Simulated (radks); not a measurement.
Results of a calculation; reference values are marked as such.
Neutral terbium inside a hard spherical wall (all orbitals vanish at R), configuration held at [Xe] 4f9 6s2 and not refilled when levels cross. Code: a radial shooting solver on a logarithmic mesh with Libxc functionals. Model: scalar-relativistic Kohn-Sham, PBEsol, spin-polarised, spherical densities, finite nucleus; open shells are filled with parallel spins first (spin-orbit coupling, left out, can overturn this in heavy ions); Fermi nuclear charge, rms radius 5.06 fm. Eigenvalues in eV for spin up, with the zero of energy where the potential of the charges vanishes at infinity; a dash marks a level that is unbound or too diffuse for the functional's potential to be trusted. A positive occupied level is held by the wall or, in an anion where self-interaction has pushed it up, behind a barrier. The pressure on the wall is -dE/dV.

R (bohr) = free: E (hartree) -11704.2547; kinetic (hartree) 12594.239; e(5s) -48.436; e(5p) -25.543; e(4f) -4.493; e(6s) -3.796; e(5d, empty) -1.496; e(6p, empty) -1.179; pressure (GPa) 0
R (bohr) = 15: E (hartree) -11704.2546; kinetic (hartree) 12594.239; e(5s) -48.433; e(5p) -25.540; e(4f) -4.490; e(6s) -3.794; e(5d, empty) -1.493; e(6p, empty) -1.163; pressure (GPa) 0.000200
R (bohr) = 10: E (hartree) -11704.2520; kinetic (hartree) 12594.262; e(5s) -48.263; e(5p) -25.372; e(4f) -4.322; e(6s) -3.663; e(5d, empty) -1.334; e(6p, empty) -0.826; pressure (GPa) 0.0596
R (bohr) = 8: E (hartree) -11704.2371; kinetic (hartree) 12594.355; e(5s) -47.742; e(5p) -24.860; e(4f) -3.809; e(6s) -3.193; e(5d, empty) -0.849; e(6p, empty) 0.072; pressure (GPa) 0.595
R (bohr) = 7: E (hartree) -11704.2104; kinetic (hartree) 12594.489; e(5s) -47.139; e(5p) -24.272; e(4f) -3.211; e(6s) -2.536; e(5d, empty) -0.262; e(6p, empty) 1.209; pressure (GPa) 1.96
R (bohr) = 6: E (hartree) -11704.1421; kinetic (hartree) 12594.783; e(5s) -46.107; e(5p) -23.279; e(4f) -2.174; e(6s) -1.133; e(5d, empty) 0.818; e(6p, empty) 3.491; pressure (GPa) 6.91
R (bohr) = 4: E (hartree) -11703.3638; kinetic (hartree) 12597.733; e(5s) -40.669; e(5p) -18.137; e(4f) 3.728; e(6s) 10.937; e(5d, empty) 7.682; e(6p, empty) 20.825; pressure (GPa) 156
R (bohr) = 3.5: E (hartree) -11702.5722; kinetic (hartree) 12600.733; e(5s) -37.106; e(5p) -14.626; e(4f) 7.918; e(6s) 21.230; e(5d, empty) 12.729; e(6p, empty) 34.246; pressure (GPa) 435
